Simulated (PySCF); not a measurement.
C₆ coefficients of unlike pairs at PBE0

Calculated with PySCF 2.14 from the dipole response of each species, C₆(A,B) = (3/π) ∫ α_A(iu) α_B(iu) du, in atomic units, from isotropic polarisabilities. For ions this is the dispersion term alone; charge-induced terms of lower order in 1/R come first.

```json
{"species": "Ca²⁺", "configuration": "[Ar] (1S)", "basis": "def2-QZVPPD (11s6p4d3f)", "relativity": "none", "α (bohr³)": "3.266", "C₆ (like pair)": "10.62"}
{"species": "Zn⁺", "configuration": "[Ar] 3d10 4s1 (2S)", "basis": "aug-cc-pVTZ-PP with one added diffuse shell each of s, p, d, f, g type with ECP10MDF (7s7p6d4f3g)", "relativity": "core potential", "α (bohr³)": "18.42", "C₆ (like pair)": "77.87"}
{"species": "In²⁺", "configuration": "[Kr] 4d10 5s1 (2S)", "basis": "aug-cc-pVQZ-PP with one added diffuse shell each of s, p, d, f, g type with ECP28MDF (8s8p6d4f3g)", "relativity": "core potential", "α (bohr³)": "13.85", "C₆ (like pair)": "62.23"}
{"species": "Kr²⁺", "configuration": "[Ar] 3d10 4s2 4p4 (3P)", "basis": "aug-cc-pVQZ-DK (8s7p5d3f2g)", "relativity": "spin-free X2C", "α (bohr³)": "7.422", "C₆ (like pair)": "36.26"}
```

Estimate C₆ for Kr²⁺ with Zn⁺.

The integral gives 48.96. The combination rule 2 C_A C_B / (C_A α_B/α_A + C_B α_A/α_B) gives 46.53 and the geometric mean 53.14.

No spin-orbit coupling is included.

The other pairs:

```json
{"pair": "Zn⁺, Ca²⁺", "C₆": "24.60"}
{"pair": "In²⁺, Ca²⁺", "C₆": "23.80"}
{"pair": "Kr²⁺, Ca²⁺", "C₆": "19.27"}
{"pair": "In²⁺, Zn⁺", "C₆": "68.70"}
{"pair": "Kr²⁺, In²⁺", "C₆": "46.11"}
```
